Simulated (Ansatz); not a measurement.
Ideal-gas functions of `[Cl][GeH]([Cl])[GeH3]` at 800 K and 1 bar, from an Ansatz frequency run at PBE0-D4/def2-TZVP.

Molar mass 220.16 g/mol, point group Cs (symmetry number 1), electronic degeneracy 1, moments of inertia 252.165, 464.978, 645.587 u Å². Harmonic wavenumbers (cm⁻¹, unscaled): 78, 81, 106, 147, 265, 418, 425, 463, 471, 681, 705, 785, 873, 873, 2156, 2164, 2176, 2187.

Use S(trans) = R[1.5 ln M + 2.5 ln T − 1.1517]; rotational temperatures θ = 24.2544 K / I; S(rot) = R[ln(√π/σ · √(T³/θAθBθC)) + 1.5]; for each mode x = 1.438777 ν̃/T, S = R[x/(eˣ − 1) − ln(1 − e⁻ˣ)] and H = RT x/(eˣ − 1); 1 cm⁻¹ = 0.0119627 kJ/mol; R = 8.31446 J/(mol·K).

Problem. By hand: the entropy, in J/(mol·K).

Solution. Translation 196.6. Rotation: θ = 0.0962, 0.0522, 0.0376 K, giving 136.2. Vibration, mode by mode: 24.65, 24.34, 22.11, 19.40, 14.55, 10.88, 10.75, 10.07, 9.94, 7.13, 6.88, 6.10, 5.37, 5.37, 0.86, 0.85, 0.83, 0.82, in all 180.9. Electronic 0.0. Sum 513.7 J/(mol·K).

Problem. By hand: H − E and G − E in kJ/mol, counted from the electronic energy.

Solution. Zero-point energy ½ × 15054 × 0.0119627 = 90.0; thermal vibration 64.1; translation, rotation and pV give 4 RT = 26.6. H − E = 180.7 kJ/mol, and G − E = 180.7 − 800 × 513.7/1000 = -230.3 kJ/mol.

Vibration gives 35 % of the entropy, 90.5 J/(mol·K) of it from the modes under 150 cm⁻¹: soft modes count most, and the harmonic formula is weakest for them.
